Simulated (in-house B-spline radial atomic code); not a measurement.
Ionisation energies along the 1-electron series, configuration 1s1, as differences of self-consistent energies. NIST's values go from ground level to ground level; the uncertainty of those that are theory runs from under 0.1 % in few-electron ions to several per cent in heavy many-electron ones. Computed with a radial B-spline atomic code at the basis-set limit: non-relativistic Hartree-Fock, average of the configuration, point nuclei.

```tsv
ion	configuration after	ionisation energy (eV)	IE/(q+1)² (eV)	-ε less Coulomb ΔSCF (eV)	tabulated value (eV)	tabulated kind	computed minus tabulated (eV)
H	bare	13.6	13.606	-6.8019e-12	13.59844	tabulated theory	0.0
He+	bare	54.4	13.606	6.8028e-11	54.41777	tabulated theory	0.0
Li2+	bare	122.5	13.606	-1.0886e-10	122.4544	tabulated theory	0.0
Be3+	bare	?	?	?	?	tabulated theory	?
B4+	bare	?	?	?	?	tabulated theory	?
C5+	bare	489.8	13.606	7.0746e-10	489.9932	tabulated theory	-0.2
N6+	bare	666.7	13.606	9.5243e-10	667.0461	tabulated theory	-0.4
```

**Question.** Fill in the row of Be3+.

**Answer.** ionisation energy (eV): 217.7; IE/(q+1)² (eV): 13.606; -ε less Coulomb ΔSCF (eV): 2.9921e-11; tabulated value (eV): 217.7186; computed minus tabulated (eV): 0.0.

**Question.** Fill in the row of B4+.

**Answer.** ionisation energy (eV): 340.1; IE/(q+1)² (eV): 13.606; -ε less Coulomb ΔSCF (eV): 4.898e-10; tabulated value (eV): 340.226; computed minus tabulated (eV): -0.1.
